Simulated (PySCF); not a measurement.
## How methods differ on the ionisation energy of Ru

Ru [Kr] 4d7 5s1 (5F) → Ru⁺ [Kr] 4d7 (4F), as a difference of total energies. Calculation: PySCF 2.14, in cc-pVDZ-PP with ECP28MDF (4s4p3d1f, 38 functions); a scalar-relativistic core potential. Correlated levels: valence: 4s2 4p6 frozen. The calculations carry no spin-orbit coupling.

Problem. Order these methods by the ionisation energy they give, lowest first.
A. MN15
B. MP2 (valence)
C. SCS-MP2 (valence)
D. LDA

Solution. C (6.735 eV), B (6.936 eV), A (7.586 eV), D (8.097 eV).

Errors of the correlated levels include the incompleteness of this basis and the frozen core.

For comparison: 7.365 eV (measured; NIST levels, between the centres of gravity of the two terms).
